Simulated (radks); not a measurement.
The numbers below are computed, except where a source is named.
Mn2+, 23 electrons, occupied as [Ar] 3d5.

Code: a radial shooting solver on a logarithmic mesh with Libxc functionals. Model: non-relativistic Kohn-Sham, r2SCAN, spin-polarised, spherical densities, point nucleus; open shells are filled with parallel spins first; meta-GGA in the generalised Kohn-Sham scheme.

Energy parts (eV):
total: -31296.819
kinetic: 31272.905
electron-nucleus: -73973.175
Hartree: 12810.658
exchange-correlation: -1407.208

Orbitals (lengths in bohr, moments of r in powers of bohr; <r^-3> diverges for s and p1/2):
orbital	occ.	eigenvalue (eV)	<r^-3>
1s up	1	-6413.454	-
1s down	1	-6413.497	-
2s up	1	-758.8566	-
2s down	1	-755.9793	-
2p up	3	-651.1944	404.0
2p down	3	-649.0359	406.1
3s up	1	-106.9770	-
3s down	1	-100.1230	-
3p up	3	-75.8230	49.10
3p down	3	-68.9695	47.88
3d up	5	-26.3595	4.312
3d down	0	-19.5655	4.096

The highest occupied level is 3d up at -26.360 eV. The electron density at the nucleus is 1.056e+04 e/bohr^3. Spin moment in Bohr magnetons: 5. The density falls to 0.001 e/bohr^3 at r = 3.01 bohr. Virial ratio -V/T = 2.00076. The spin density at the nucleus is -0.952 e/bohr^3 (1s 0.030, 2s -2.334, 3s 1.352), a Fermi contact field of -49.9 T.
